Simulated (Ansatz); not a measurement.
Total energies of Sn₂₆H₃₀, a nanocrystal cut from cubic tin from Ansatz at PBE0-D4/def2-SVP, gas phase (1 Eh = 27.2114 eV = 2625.5 kJ/mol). The reference geometry is relaxed at PBE-D4/def2-SVP.

```xyz
56

Sn    2.8160   -2.0517   -0.6199
Sn    3.6094    2.0565   -2.4604
Sn    2.2713   -1.4098   -5.1996
Sn   -1.4246   -2.0513   -2.5142
Sn   -0.6622    2.0913   -4.3089
Sn    4.1432    1.4318    2.0575
Sn    3.3639   -2.7900    3.8861
Sn   -0.9205   -2.7557    2.0359
Sn    0.4345    0.6539    4.7630
Sn   -0.1003    1.3989    0.2266
Sn   -4.3307    1.3785   -1.6408
Sn   -3.7794    0.7178    2.9379
Sn   -5.1367   -2.7888    0.1888
Sn    3.7817   -0.7225   -2.9175
Sn    4.3379   -1.3552    1.6591
Sn    5.1302    2.8020   -0.2047
Sn    0.0948   -1.3848   -0.2216
Sn    0.9007    2.7508   -2.0496
Sn   -0.4213   -0.6816   -4.7730
Sn   -4.1372   -1.4058   -2.0587
Sn   -3.3665    2.7821   -3.8907
Sn    1.4266    2.0548    2.5169
Sn    0.6527   -2.1203    4.2931
Sn   -3.6275   -2.0587    2.4591
Sn   -2.2488    1.4010    5.2098
Sn   -2.8188    2.0640    0.6467
H     2.9300   -3.7772   -0.8662
H     4.1989    2.8916   -3.8753
H     2.3746   -3.1183   -5.5014
H     2.9068   -0.6029   -6.6026
H    -1.2845   -3.7711   -2.7837
H    -0.0477    2.9521   -5.6974
H     5.0805    1.8733    3.4622
H     3.5341   -4.4942    3.5888
H     4.2854   -2.4248    5.3149
H    -0.8192   -4.4713    1.7242
H     1.4040    1.0625    6.1559
H    -6.0038    1.7903   -1.3616
H    -5.4462    1.1596    3.2094
H    -5.0142   -4.5047   -0.0603
H    -6.8205   -2.4231    0.4229
H     5.4551   -1.1494   -3.1705
H     6.0079   -1.7745    1.3706
H     6.8105    2.4289   -0.4506
H     5.0177    4.5191    0.0405
H     0.7929    4.4697   -1.7595
H    -1.3779   -1.1087   -6.1691
H    -5.0720   -1.8265   -3.4717
H    -4.3134    2.3922   -5.2959
H    -3.5177    4.4945   -3.6341
H     1.2658    3.7683    2.8138
H     0.0376   -2.9702    5.6883
H    -4.2217   -2.9083    3.8633
H    -2.8804    0.6148    6.6259
H    -2.3396    3.1135    5.4933
H    -2.9313    3.7874    0.9050
```

| state | geometry | energy (Eh) |
| --- | --- | --- |
| charge 0 singlet | reference | -5590.79489 |
| charge 1 doublet | reference | -5590.52571 |
| charge -1 doublet | reference | -5590.85230 |
| free Sn atom (triplet) | – | -214.25429 |
| free H atom (doublet) | – | -0.50029 |

In the def2 sets Sn takes a core potential; there is no spin–orbit coupling. Single mean-field runs in def2-SVP are fitted with def2-universal-jkfit.

Question: Work out the vertical ionisation energy to the doublet.

Answer: E(charge 1 doublet) − E(charge 0 singlet) = -5590.52571 − (-5590.79489) = 0.26918 Eh = 7.32 eV. For comparison, −ε of the highest occupied level is 6.46 eV at this level, 0.86 eV less.

Question: Work out the vertical electron affinity, to the doublet.

Answer: E(charge 0 singlet) − E(charge -1 doublet) = -5590.79489 − (-5590.85230) = 0.05741 Eh = 1.56 eV. The basis lacks diffuse functions, which makes affinities too small.

Question: Give the fundamental gap IE − EA, the Mulliken electronegativity (IE + EA)/2 and the hardness (IE − EA)/2.

Answer: From the values in Eh: IE − EA = 0.26918 − 0.05741 = 0.21177 Eh = 5.76 eV; (IE + EA)/2 = 4.44 eV; (IE − EA)/2 = 2.88 eV. The HOMO–LUMO gap of the same run is 4.18 eV, 1.58 eV smaller than the fundamental gap.

Question: What is the binding energy per atom against free atoms?

Answer: Atoms: 26 × (-214.25429) + 30 × (-0.50029) = -5585.62024 Eh. Binding: -5585.62024 − (-5590.79489) = 5.17465 Eh = 140.81 eV, or 2.51 eV for each of 56 atoms (no zero-point energy, no counterpoise term).
